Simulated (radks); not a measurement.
Values are calculated unless marked as measured or tabulated.
Numerical settings for the zirconium ion Zr+, [Kr] 4d2 5s1. Level of theory: Dirac Kohn-Sham, PBE, spin-unpolarised, spherical densities, point nucleus; open shells fill j = l - 1/2 first (a radial shooting solver on a logarithmic mesh with Libxc functionals). The defaults (mesh step 0.008 in ln r, mesh end at 40 bohr or more with all orbitals vanishing there, Anderson mixing 0.5 over 9 steps, residual threshold near 1e-9 with the energy settled to 1e-9 hartree or 1e-11 of itself, here a cap of 67 iterations) give E = -3598.6999 hartree and 5s1/2 at -9.927 eV in 15 iterations. Run on one thread of a shared host, so times are rough (Intel(R) Xeon(R) Platinum 8559C): 0.12 s of CPU time, 0.12 s wall, 15 iterations on 2602 mesh points. Changes against that run (0 stands for a change within the tolerance of the run):

setting                     iterations         converged  E (mhartree)  e(5s1/2) (meV)  CPU (s)
mesh step in ln r 0.08               2                no      diverged               -     0.02
mesh step in ln r 0.005             15               yes             0               0     0.21
mesh step in ln r 0.2                2                no      diverged               -     0.02
mesh end (bohr) 3                   13  level above zero     +1.75e+03       +3.42e+04     0.09
mesh end (bohr) 5                   13               yes          +109       +3.22e+03      0.1
residual threshold 1e-05            10               yes             0         -0.0109      0.1
residual threshold 0.001             9               yes             0          -0.606     0.09
mixing 1.5                          14               yes             0               0     0.12
linear mixing, mixing 0.2           67                no             0               0      0.4
linear mixing, mixing 0.05          67                no       +0.0693            -121     0.48
mixing history 20                   18               yes             0               0     0.14
iteration cap 3                      3                no         +5.11            -595     0.04

Settled on a wrong energy, with an occupied level pushed above zero by the early mesh end: mesh end (bohr) 3 (+1.75 hartree). Apart from these: settings that end as converged yet miss the energy by more than 1 mhartree: mesh end (bohr) 5 (+0.109 hartree). A mesh that ends early acts as a hard wall.
